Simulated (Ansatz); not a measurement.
B4F2. Charge 0, multiplicity 3. Geometry PBE-D4/def2-SVP, that of the neutral singlet; atoms count from 1.

```tsv
atom	x (Å)	y (Å)	z (Å)
B1	1.030	-0.946	0.316
B2	0.034	-0.039	-0.814
B3	-0.034	0.039	0.814
B4	-1.030	0.946	-0.316
F5	-1.985	1.828	-0.117
F6	1.985	-1.828	0.117
```

At PBE0-D4/def2-TZVP a singlet of charge 0 lies 0.93 eV below the triplet at the same geometry. The structure comes from a short search, and lower isomers may exist.

**Question.** Estimate the Mulliken populations from the PBE0/def2-TZVP orbitals of Ansatz.

**Answer.** 
| atom | charge (e) | spin (α − β) |
| --- | --- | --- |
| B1 | 0.49 | 0.15 |
| B2 | -0.30 | 0.82 |
| B3 | -0.30 | 0.82 |
| B4 | 0.49 | 0.15 |
| F5 | -0.20 | 0.03 |
| F6 | -0.20 | 0.03 |
Mulliken values and Mayer orders depend strongly on the basis.

**Question.** Where does the spin sit?

**Answer.** Summed by element: B 1.93, F 0.07, of 2 unpaired in all. Largest on single atoms: B3 0.82, B2 0.82, B1 0.15.

**Question.** And the Mayer bond orders between bonded heavy atoms (over 0.3)?

**Answer.** B1–B2 0.85 (1.76 Å); B1–B3 1.03 (1.53 Å); B1–F6 1.25 (1.31 Å); B2–B3 1.13 (1.63 Å); B2–B4 1.03 (1.53 Å); B3–B4 0.85 (1.76 Å); B4–F5 1.25 (1.31 Å).
